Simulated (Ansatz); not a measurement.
# Match the barriers

Saddle point of SnPH6Br, singlet (SnH₃Br ([Br][SnH3]) + PH₃ → SnPH₅ ([PH2][SnH3]) + HBr; bonds formed: Sn1–P7, Br2–H6; bonds broken: Sn1–Br2, H6–P7), PBE0-D4/def2-TZVP structure:

```xyz
9
angstrom
Sn -0.7651 0.0132 -1.0957
Br 2.5712 0.0514 -0.6351
H -0.2951 -1.4371 -1.8196
H -2.4633 -0.0009 -0.8192
H -0.3199 1.4754 -1.8133
H 1.5114 0.5792 0.9774
P 0.1405 0.0688 1.2659
H -0.7507 0.5079 2.2807
H 0.3711 -1.2580 1.6589
```

Ansatz 0.2.0; basis: def2-TZVPP, with def2-QZVPP for the basis limit; cores frozen in the correlated methods. Filled d shells of the heavier atoms are correlated. Core potentials replace the inner electrons of the atoms past krypton. The def2 sets are not built for correlating such inner shells, so the correlated values are less sure here. B3LYP uses VWN-RPA correlation. Extrapolation: Hartree–Fock as exp(−7.88 √X), correlation as X^−2.97. Four methods, as single points on the PBE0-D4 structures, gave these electronic barriers from the start structure: 27.83, 30.11, 33.27, 41.98 kcal/mol.

Question: The methods were, in alphabetical order, B3LYP-D4, BHLYP-D4, BLYP-D4, HF. Which gave which? (A judgement: the text doesn't fix the answer.)

Answer: Computed: BLYP-D4 27.83; B3LYP-D4 30.11; BHLYP-D4 33.27; HF 41.98 kcal/mol. For comparison, CCSD(T) at an estimated basis limit (MP2 extrapolated from triple and quadruple zeta, plus CCSD(T) − MP2 in triple zeta) gives 32.63 kcal/mol.

T1 diagnostic: at most 0.013.

Labels in which every atom is bracketed show which atoms are joined, not bond orders.

For scale, one of the runs: CCSD(T)/def2-TZVPP, 224 basis functions, launched by `ansatz run in.yaml --threads 8 --pin off --events-out ev --progress --plain --max-ram 19148MiB`. Time: 40 s of wall clock on 8 CPU threads of an Intel Xeon 6975P-C; the host was shared. Peak host memory: 4.2 GiB.
